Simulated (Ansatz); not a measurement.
Molecule: CAuO, charge 0, multiplicity 2. The spin state was set by rule; other spins were not relaxed. SMILES of the parent species: [O+]#[C-]->[Au]
Coordinates optimised at B3LYP-D3(BJ)/def2-TZVP (Ansatz, a program for electronic structure):
```
C
O 1 1.1382
Au 1 2.0531 2 140.18
```
Charge 0, spin multiplicity 2.

Quantity: atomisation energy (electronic, to ground-state atoms), in kcal/mol. Valence correlation only, unless marked. Open shells are spin-unrestricted. No spin-orbit coupling. Frozen are the shells of the preceding noble gas and the d and f shells that filled before the atom's block. In def2 rows, elements after Kr have scalar-relativistic effective core potentials. The coupled-cluster limit lacks core correlation, which all-electron functionals hold. CBS marks a two-point X^-3 extrapolation of the correlation energy; Hartree-Fock from the larger set. [CCSD(T)-MP2]/basis is that difference in the basis named.

```tsv
level	program	atomisation energy (kcal/mol)
PBE/def2-TZVPD	Ansatz	289.0
```

Question: Predict the RI-MP2/CBS(def2-TZVPPD,def2-QZVPPD)+[CCSD(T)-MP2]/def2-TZVPPD result (Ansatz).

Answer: 267.1 kcal/mol, so PBE/def2-TZVPD differs from it by 21.9 kcal/mol.
